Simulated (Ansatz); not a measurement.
`[OH][Zr]([F])([F])[SH]`, charge 0, multiplicity 1.

**Question.** Give a relaxed structure at PBE0-D4/def2-TZVP (the Gaussian-basis code of Ansatz). (Estimate.)

**Answer.** Ansatz gave: 
Z-matrix (Å, degrees):
```
Zr
F 1 1.900
F 1 1.900 2 107.3
O 1 1.897 2 111.5 3 122.3
S 1 2.457 2 109.6 3 -119.0
H 4 0.954 1 167.1 2 -59.2
H 5 1.346 1 90.8 2 -121.1
```
Point group Cs.
